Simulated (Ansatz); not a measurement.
Ansatz (a quantum-chemistry and plane-wave program) input (RPA@PBE/cc-pV(T+d)Z):
A basis named .json is the Basis Set Exchange file of that set.

Ansatz 0.2 input:
```yaml
crystal:
  periodic: [false, false, false]
  atoms:
    - {symbol: F, position_ang: [2.12166460, -0.06449646, 0.02732137]}
    - {symbol: C, position_ang: [0.77091682, 0.15520145, -0.02866003]}
    - {symbol: C, position_ang: [0.16827604, 1.34442456, -0.28934791]}
    - {symbol: C, position_ang: [-1.28015351, 1.31667027, -0.29249348]}
    - {symbol: C, position_ang: [-1.67766539, 0.05204728, -0.02183021]}
    - {symbol: S, position_ang: [-0.31812826, -1.15459255, 0.24739651]}
    - {symbol: H, position_ang: [0.77047534, 2.22991974, -0.47682383]}
    - {symbol: H, position_ang: [-2.66364840, -0.38603223, 0.06657721]}
basis:
  gaussian:
    orbitals: cc-pV_T+d_Z.json
hamiltonian:
  xc: pbe
total_charge: -1
magnetization: {spin_polarized: false}
correlation: {method: rpa, electrons: outside_noble_gas}
```

End of the output:

```
integrals: 0.36 GiB planned
1296 factors; integrals over basis functions are off by at most 1.2e-3 eV
0.36 GiB of the device are held for the grids
1.20 GiB of device memory are held for the factors and their scratch space
mean field: 1.51 GiB planned
mean field evaluation 1: about -17704.4955 eV, gradient 8.2e1 eV
mean field evaluation 2: about -17704.4781 eV, gradient 8.2e1 eV
mean field evaluation 4: about -17718.8232 eV, gradient 3.6e1 eV
mean field evaluation 8: about -17721.6471 eV, gradient 1.8e0 eV
mean field evaluation 16: about -17721.6526 eV, gradient 2.7e-3 eV
mean field -17721.65262577 eV, -651.2587218296 hartree, gradient 2.9e-6 eV, S^2 0.000000; 0 other end points of the search recorded, 0 dependent functions left out
10 core orbitals not correlated
reference -17674.95677581 eV, -649.5426809949 hartree; 16, 16 occupied and 191, 191 virtual orbitals, 1296 factors
Total energy: -17719.95762991 eV, -651.1964318807 hartree
```

It need not be the lowest isomer of its formula. Whether it binds its extra electron was not tested at this geometry.
